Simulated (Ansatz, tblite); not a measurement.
Isomers of Sr$_{4}$O$_{4}$ (singlet), found by a short tight-binding search and relaxed with PBE-D4/def2-SVP in Ansatz.

In the def2 sets Sr takes a core potential; there is no spin–orbit coupling. The xTB rows come from tblite. Correlated methods freeze 4 core orbitals; core or outer-core shells of Sr are correlated, in sets that lack core-valence functions.

A: At CCSD(T)/def2-SVP T1 of the charge 0 singlet is large (up to 0.029), so the single-reference result is doubtful. B: At CCSD(T)/def2-SVP T1 of the charge 0 singlet is large (up to 0.026), so the single-reference result is doubtful.

Other spin states weren't relaxed.

A:

Cartesian coordinates in Å:
```
Sr -0.865 0.266 -2.524
Sr 1.782 -1.024 0.330
Sr -2.282 -1.137 0.828
Sr 0.668 1.698 0.989
O -2.434 -0.661 -1.306
O 2.587 0.717 1.394
O 0.821 0.611 -1.153
O -0.277 -0.471 1.442
```

B:

Cartesian coordinates in Å:
```
Sr -2.805 -0.165 0.498
Sr 0.594 -2.382 1.444
Sr 2.217 -0.296 -1.775
Sr -0.001 2.848 -0.166
O 1.494 1.720 -1.306
O -1.893 1.810 0.219
O -1.491 -1.714 1.321
O 1.885 -1.821 -0.236
```

Task: Estimate which lies lowest at each level, and how far above it the others are (eV).

Result: 
```json
{"level": "GFN1-xTB", "A": "0.24", "B": "0.00"}
{"level": "GFN2-xTB", "A": "0.00", "B": "0.63"}
{"level": "HF/def2-SVP", "A": "0.00", "B": "0.06"}
{"level": "PBE-D4/def2-TZVP", "A": "0.00", "B": "0.53"}
{"level": "r2SCAN-D4/def2-TZVP", "A": "0.00", "B": "0.57"}
{"level": "PBE0-D4/def2-TZVP", "A": "0.00", "B": "0.41"}
{"level": "r2SCAN0-D4/def2-TZVP", "A": "0.00", "B": "0.45"}
{"level": "ωB97M-V/def2-TZVP", "A": "0.00", "B": "0.39"}
{"level": "MP2/def2-SVP", "A": "0.00", "B": "0.79"}
{"level": "CCSD/def2-SVP", "A": "0.00", "B": "0.76"}
{"level": "CCSD(T)/def2-SVP", "A": "0.00", "B": "0.85"}
```
Point groups (tolerance 0.1 Å): A C2v, B D2d. Lower isomers may exist.
